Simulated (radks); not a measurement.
The numbers below are computed, except where a source is named.
Spherical quantum dot in the effective-mass picture: electrons in a parabolic well V = omega^2 r^2 / 2 with omega = 0.176, with a point charge +1 (a donor) at the centre, all in effective atomic units (hartree* = m*/eps^2 hartree, bohr* = eps/m* bohr), one dielectric constant everywhere. Level of theory: non-relativistic Kohn-Sham, PBE, spin-polarised, spherical densities (a radial shooting solver with Libxc functionals). Levels are named by radial order and angular momentum (1s, 1p, 1d, 2s, ...), and open shells are averaged over m. Results are scaled to m* = 0.127 and eps = 12.3, for which hartree* = 22.84 meV and bohr* = 5.125 nm. At N = 19 the configuration is 1s2 1p6 1d(up 5, down 4) 2s2. Does electron 20 go into 1d down or 1f up or 1f down?

Answer. Into 1d down. The total energies of the other choices lie higher by 1.49 meV (1f up), 1.59 meV (1f down).
